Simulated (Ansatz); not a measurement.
By single points with CAM-B3LYP-D3(BJ)/def2-SVP it is the lowest of the spin states computed. This state lies 0.82 eV below the relaxed state of multiplicity 3. The geometry has D3h symmetry (within 0.05 Å) and had no frequency check at the DFT level, so a distortion to lower symmetry isn't ruled out.

Cartesian coordinates (Å):
SMILES: C1=CC2=CC=CC3=CC=CC(=C1)B23
```xyz
22

C     -2.4632    -1.4225    -0.0002
C     -2.4952    -0.0156    -0.0011
C     -1.3058     0.7537    -0.0012
C     -1.2348     2.1685    -0.0021
C     -0.0004     2.8445    -0.0019
C      1.2341     2.1687    -0.0010
C      1.3056     0.7540     0.0001
C      2.4954    -0.0149     0.0012
C      2.4636    -1.4219     0.0021
C      1.2611    -2.1531     0.0021
C      0.0002    -1.5077     0.0010
C     -1.2606    -2.1536     0.0009
B      0.0000     0.0000     0.0000
H     -3.4093    -1.9688    -0.0003
H     -3.4771     0.4762    -0.0019
H     -2.1519     2.7727    -0.0029
H     -0.0004     3.9369    -0.0027
H      2.1510     2.7732    -0.0011
H      3.4771     0.4773     0.0013
H      3.4097    -1.9681     0.0029
H      1.3261    -3.2494     0.0030
H     -1.3253    -3.2499     0.0016
```
Charge 0, multiplicity 1.

**Question.** Give the HOMO–LUMO gap, total energy, dipole moment, LUMO and HOMO at the level CAM-B3LYP-D3(BJ)/def2-SVP // B3LYP-D3(BJ)/def2-SVP (Ansatz, a quantum-chemistry and plane-wave program).

**Answer.** 
The HOMO–LUMO gap comes out as 4.14 eV. The total energy comes out as -486.9004 Ha and the dipole moment is 0.00 D. The LUMO comes out as -2.49 eV and the HOMO comes out as -6.62 eV.
